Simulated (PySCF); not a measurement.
CH₄N, charge -1, singlet, at a GFN2-xTB geometry (in this run its highest filled SCF level lies above zero, so its values depend strongly on the basis, on diffuse functions most of all). Base run: B3LYP/def2-SV(P) run with PySCF.

Geometry (Å):
```xyz
6

C     -0.0820     0.8286    -0.0068
N      0.0469    -0.7319     0.0062
H     -0.4981    -1.0285     0.8239
H     -0.5096    -1.0430    -0.7983
H      0.5920     1.1196     0.8753
H      0.5794     1.1037    -0.9034
```
Charge -1, spin multiplicity 1.
All else is at PySCF's defaults.
Base energy -95.05555 Eh.

Variants of this job, named by their change:

```tsv
change	ΔE vs base (mEh)	grid points	electrons on the grid
base	0.000	67256	18.00000
grids.level = 0	12.935	4632	18.00077
grids.atom_grid = (30, 110)	0.058	14784	17.99977
grids.prune = off	0.000	105704	18.00000
grids.radi_method = gauss_chebyshev	0.000	65992	18.00000
grids.prune = dft.gen_grid.treutler_prune	-0.001	57752	18.00000
grids.level = 4	0.000	119320	18.00000
grids.prune = dft.gen_grid.sg1_prune	-0.005	29904	18.00008
small_rho_cutoff = 0	0.000	67256	18.00000
grids.level = 1	-0.007	20192	18.00002
grids.atom_grid = (75, 302)	0.000	87376	18.00000
```
